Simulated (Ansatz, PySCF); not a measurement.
Caution: the highest occupied level lies above zero, so the state may not be bound. This triplet is an excited state, 1.12 eV above the relaxed singlet at the level frozen-core CCSD(T)/aug-cc-pVTZ // PBE0-D3(BJ)/def2-TZVPD (Ansatz, a quantum-chemistry and plane-wave program).

```xyz
3

Al    -0.2813     0.6674     0.0000
Cl     1.7584    -0.2432     0.0000
H     -1.4771    -0.4242     0.0000
```

Charge -1, multiplicity 3.

Question: Give the Mulliken and meta-Löwdin atomic charges from PBE0-D3(BJ)/def2-TZVPD (PySCF).

Answer: 
```tsv
atom	Mulliken (e)	meta-Löwdin (e)
Al1	-0.44	-0.36
Cl2	-0.48	-0.49
H3	-0.09	-0.15
```
